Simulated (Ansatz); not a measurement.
`C[S][Au-][P+](C)(C)C`. Charge 0, multiplicity 1. Au takes the def2 core potential. Geometry: relaxed with PBE0-D4/def2-TZVP. It is one conformer, not always the lowest.

```xyz
19

C    -0.844   -4.042   -1.431
S    -1.731   -2.564   -2.012
Au   -0.779   -0.832   -0.851
P     0.103    0.941    0.250
C     1.911    1.094    0.149
C    -0.494    2.554   -0.336
C    -0.224    0.991    2.037
H     0.221   -3.990   -1.659
H    -0.978   -4.199   -0.361
H    -1.269   -4.896   -1.961
H     2.208    1.173   -0.897
H     2.265    1.971    0.696
H     2.373    0.197    0.565
H    -0.038    3.371    0.227
H    -0.254    2.664   -1.395
H    -1.578    2.599   -0.227
H     0.183    0.093    2.503
H    -1.301    1.002    2.205
H     0.226    1.874    2.498
```

Task: What is the dipole moment at ωB97M-V/def2-TZVPP? (An estimate is asked.)

Result: Ansatz gave: 7.96 D, with components (3.74, 5.52, 4.34) D in this frame, pointing from negative to positive charge.

Task: And with PBE, r2SCAN, B3LYP? (Best estimate.)

Result: Ansatz gave: PBE 7.30 D, r2SCAN 7.61 D, B3LYP 7.66 D.

Task: Give the Mulliken charges with ωB97M-V, r2SCAN, PBE in def2-TZVPP. (Best estimate.)

Result: Ansatz gave: 
```csv
atom,ωB97M-V,r2SCAN,PBE
C1,-0.36,-0.15,-0.28
S2,-0.35,-0.38,-0.32
Au3,0.05,0.01,-0.05
P4,0.13,0.20,0.13
C5,-0.37,-0.23,-0.29
C6,-0.37,-0.24,-0.29
C7,-0.37,-0.23,-0.29
H8,0.13,0.07,0.11
H9,0.13,0.07,0.11
H10,0.13,0.07,0.11
H11,0.15,0.10,0.13
H12,0.13,0.07,0.10
H13,0.14,0.09,0.12
H14,0.13,0.07,0.10
H15,0.15,0.10,0.13
H16,0.15,0.10,0.13
H17,0.14,0.09,0.12
H18,0.15,0.10,0.13
H19,0.12,0.07,0.10
```

B3LYP here is the variant with VWN-RPA as its local correlation; programs differ in this.
